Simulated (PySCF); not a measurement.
# Computed data sheet: `Cc1cc(C(=O)F)oc1C`

C7H7FO2.
Z-matrix (Å and degrees, GFN2-xTB geometry), rows numbered from 1:
```
C 
C   1  1.4894
C   2  1.4065  1  126.75
C   3  1.3806  2  106.59  1  -179.66
C   4  1.4385  3  131.11  2  -179.71
O   5  1.1849  4  130.95  3   179.70
F   5  1.3776  4  109.79  3    -0.29
O   4  1.3557  3  109.55  2     0.11
C   8  1.3382  4  107.54  3     0.00
C   9  1.4841  2  131.01  1    -0.76
H   1  1.0864  2  110.02  3   -19.83
H   1  1.0899  2  110.46  3    99.62
H   1  1.0875  2  110.82  3  -140.32
H   3  1.0713  2  127.40  1     0.46
H  10  1.0898  9  110.23  2  -110.11
H  10  1.0882  9  109.93  2   131.33
H  10  1.0852  9  110.26  2    10.48
```

Some functional groups and rings: aromatic ring with oxygen and C–F bond.

**GFN2-xTB geometry**

```
Rotational constants A, B, C of the GFN2-xTB geometry : 2.750, 0.870, 0.666 GHz
```

**PBE0/pcSseg-1 ground state and GIAO shieldings, non-relativistic (PySCF)**

```
Dipole moment                                               : 5.73 D
HOMO energy                                                 : -7.03 eV
LUMO energy                                                 : -1.66 eV
HOMO–LUMO gap                                               : 5.37 eV
Lowest Hirshfeld atomic charge                              : -0.24 e on O6
Highest Hirshfeld atomic charge                             : +0.21 e on C5
13C chemical shifts (computed TMS as zero) by class         : 164.7 (C9), 155.6 (C5), 143.1 (C4), 136.1 (C3), 125.7 (C2), 14.4 (C10), 11.9 (C1) ppm
1H chemical shifts (computed TMS as zero) by class          : 7.45 (H14), 2.49 (H15/H16/H17), 2.25 (H11/H12/H13) ppm
Isotropic shieldings of nuclei other than C and H, by class : -78 (O6), 21 (O8), 155 (F7) ppm
Mayer bond orders between heavy atoms                       : C1–C2 1.07, C2–C3 1.31, C3–C4 1.41, C4–C5 1.06, C5–O6 2.03, C5–F7 0.94, C4–O8 1.04, O8–C9 1.09, C9–C10 1.11, C9–C2 1.48
```

Monoisotopic mass from the formula: 142.0430 u.

The dipole equals about 19.1 × 10⁻³⁰ C·m (1 D = 3.33564 × 10⁻³⁰ C·m). With B = h/(8π²I), that is 505.379 GHz u Å² over I, the principal moments of inertia are 183.8, 581.1 and 758.6 u Å² (most abundant isotopes). The rotational constants make it an asymmetric top with κ = (2B − A − C)/(A − C) = -0.80, nearer the prolate limit (−1).

The structure is a single GFN2-xTB conformer in the gas phase; no vibrational or solvent corrections. GFN2-xTB frequencies show an imaginary mode (69i cm⁻¹), so this geometry is no minimum at that level.
